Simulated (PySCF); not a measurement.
Species: C9H7ClO.
Atom-mapped SMILES: `[O:1]=[C:2]1[CH2:3][CH2:4][c:5]2[c:6]([Cl:7])[cH:8][cH:9][cH:10][c:11]21` (hydrogens: H12, H13 on C3; H14, H15 on C4; H16 on C8; H17 on C9; H18 on C10)

Structure used (PBE0-D3(BJ)/def2-SVP), in Å, numbered top down from 1:
```xyz
18
C9H7ClO angstrom
O     -1.6354   -2.5048    0.4139
C     -1.3466   -1.3476    0.2402
C     -2.3235   -0.1803    0.1111
C     -1.4819    1.0715   -0.1706
C     -0.0595    0.5912   -0.1013
C      1.1222    1.3170   -0.2366
Cl     1.0575    3.0263   -0.5126
C      2.3520    0.6651   -0.1492
C      2.4073   -0.7164    0.0711
C      1.2386   -1.4580    0.2083
C      0.0218   -0.7840    0.1208
H     -2.8909   -0.1091    1.0525
H     -3.0589   -0.4069   -0.6752
H     -1.6569    1.8841    0.5519
H     -1.6853    1.5022   -1.1647
H      3.2691    1.2472   -0.2557
H      3.3824   -1.2045    0.1350
H      1.2499   -2.5362    0.3812
```

Method used: TDDFT wB97X-D/def2-SVPD, vertical, gas phase, core orbitals frozen in the response (PySCF).

Frontier orbitals with the atoms that hold most of them (Löwdin shares over 4%, at most four atoms; ? is withheld):

```tsv
orbital	ε (eV)	atoms
LUMO+2	2.07	Cl7 56%, C6 15%
LUMO+1	0.88	C9 20%, C5 20%, C10 15%, C6 13%
LUMO	-0.24	C2 17%, O1 15%, C8 14%, C11 11%
HOMO	-9.21	?
HOMO-1	-9.35	?
HOMO-2	-9.57	C11 20%, C8 20%, C9 14%, C5 12%
HOMO-3	-11.22	Cl7 78%, C6 9%
```

**Question.** Which atoms hold the HOMO-1, and with what shares?

**Answer.** O1 (bonded to C) 58%; C2 (bonded to 2 C and O) 12%; C3 (bonded to 2 C and 2 H) 11%; C11 (bonded to 3 C) 9%. By element: oxygen 58%, carbon 33% or more.

**Question.** Give the leading atoms of the HOMO.

**Answer.** Cl7 (bonded to C) 22%; C6 (bonded to 2 C and Cl) 20%; C10 (bonded to 2 C and H) 18%; C5 (bonded to 3 C) 12%. By element: carbon 49% or more, chlorine 22%.

**Question.** The HOMO–LUMO gap is 8.97 eV. Where does the response calculation put the lowest singlet, and from which orbitals?

**Answer.** S1 is at 3.93 eV (f = 0.0001), 5.03 eV below the gap, made of HOMO-1→LUMO (88%), HOMO-1→LUMO+4 (10%). Its leading pair isn't HOMO and LUMO; the energies of that pair differ by 9.11 eV. Without the coupling terms of the response equations the lowest excitation would equal the gap.

**Question.** Give energy, strength and leading configuration of S1, S4 and S6, and follow the Löwdin shares of the leading atoms from the occupied to the empty orbital.

**Answer.** 
- S1 (3.93 eV, f 0.0001), HOMO-1→LUMO (88%): O1 58% → 15%, C2 12% → 17%
- S4 (6.27 eV, f 0.0075), HOMO-1→LUMO+1 (95%): O1 58% → at most 14%, C2 12% → at most 14%, C9 at most 10% → 20%, C5 at most 10% → 20%
- S6 (6.52 eV, f 0.333), HOMO-2→LUMO+1 (74%): C11 20% → at most 14%, C8 20% → at most 14%, C9 14% → 20%, C5 12% → 20%

The run took 54 s wall, 2.0 min CPU on Intel Xeon Platinum 8488C, 2 threads, shared host with 96 logical CPUs at a one-minute load of 21, and the process peaked at 1.8 GiB of memory.
